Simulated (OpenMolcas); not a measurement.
## Os4+ in Cs2GeF6: curves along the breathing mode

Os4+ with its 6 nearest fluoride ions, on the Ge site of Cs2GeF6 (a = 9.021 Å, distance in the model lattice 1.804 Å). The rest of the host is ab initio model potentials to 7.6 Å and point charges beyond; the distance is set by hand and nothing relaxes. Ligand basis ANO-RCC-VDZP.

```json
{
  "Program": "OpenMolcas 26.06",
  "Method": "SS-CASPT2, IPEA 0.25 Eh, imaginary shift 0.1 Eh (closed shells correlated: 5s 5p and the ligand valence shells)",
  "Basis": "ANO-RCC-VDZP [7s6p4d2f1g]",
  "Scalar Hamiltonian": "DKH2, point nucleus",
  "Active space": "4 electrons in 5 orbitals (5d)",
  "State averaging": "2S+1 = 5 even, 5 roots; 2S+1 = 3 even, 45 roots; 2S+1 = 1 even, 50 roots",
  "Spin-orbit coupling": "state interaction with AMFI integrals over the reference wave functions"
}
```

Spin-free energies (labels of O, the rotations of Oh) in cm-1 above the lowest fitted minimum, as all ligands move together:

```tsv
R (Å)	3T1	1T2	1E	1A1	5E	3E	3E(2)
1.768	29590	36610	36910	46390	66110	76750	81170
1.809	16340	23420	23760	33130	48520	59240	63720
1.851	7400	14430	14840	24070	35580	46330	50870
1.892	2330	9310	9770	18840	27060	37790	42410
1.934	140	7120	7610	16490	21800	32490	37190
1.976	400	7430	7910	16620	19430	30050	34830
2.017	2620	9580	10120	18620	19380	29920	34790
```

Cubic fits give the following; the wavenumber is harmonic, with the mass of all moving ligands, small differences in it between states hang on the degree of the fit, a number in brackets counts states of one label, and the table is a selection of at most 14 states with clean curves.

| State | R0 (Å) | Breathing mode (cm-1) | Minimum (cm-1) |
| --- | --- | --- | --- |
| 3T1 | 1.948 | 617 | 0 |
| 1T2 | 1.948 | 617 | 6990 |
| 1E | 1.948 | 618 | 7480 |
| 1A1 | 1.951 | 609 | 16300 |
| 5E | 1.999 | 554 | 19190 |
| 3E | 2.001 | 545 | 29770 |
| 3E(2) | 1.999 | 552 | 34600 |
| 1A2 | 1.999 | 553 | 36060 |
| 1E(2) | 2.001 | 545 | 38410 |
| 1A1(2) | 1.994 | 567 | 44150 |

The minimum of 3E is shifted by +0.0532 Å against 3T1 (from the unrounded fits). With M = 114.0 u for the moving shell, the Huang-Rhys factor in this mode is S = M ω ΔR² / 2ħ = 0.01483 × 114.0 × 617 × 0.0532² = 2.95. Only the first shell moves, against a rigid host.

Roots that are degenerate in the reference are averaged as groups; the widest CASPT2 spread within a group is 1600 cm-1 (the 3-fold group of multiplicity 1 near 122000 cm-1 above the lowest state of its run, R = 1.768). Shifts and gaps below about the spread of the groups concerned are not significant. Over all roots computed the reference weight is 0.70 to 0.73 in R = 1.768, 0.70 to 0.73 in R = 1.809, 0.70 to 0.72 in R = 1.851, 0.70 to 0.72 in R = 1.892, 0.69 to 0.72 in R = 1.934, 0.69 to 0.71 in R = 1.976, 0.69 to 0.71 in R = 2.017; a low but even weight reflects the number of correlated electrons. Ligand-to-metal charge-transfer states are missing. With no ligand orbital active B as a rule stays too high, so bands that hang on it stand too high and its fall with covalency is understated. With one d shell and no ligand orbital active, 10Dq can be off by a tenth or more. The least metal-like active orbital is 69 % on the metal (Löwdin) and no ligand orbital is active, so the numbers are rough, and ground spin, moment and any spin crossover can be artefacts of this space; highly charged d ions in such sites are as a rule low spin (holds for R = 1.768). The least metal-like active orbital is 70 % on the metal (Löwdin) and no ligand orbital is active, so the numbers are rough (holds for R = 1.809). The least metal-like active orbital is 71 % on the metal (Löwdin) and no ligand orbital is active, so the numbers are rough (holds for R = 1.851). The least metal-like active orbital is 72 % on the metal (Löwdin) and no ligand orbital is active, so the numbers are rough (holds for R = 1.892). The least metal-like active orbital is 73 % on the metal (Löwdin) and no ligand orbital is active, so the numbers are rough (holds for R = 1.934; R = 1.976; R = 2.017). No measured value stands beside these numbers.
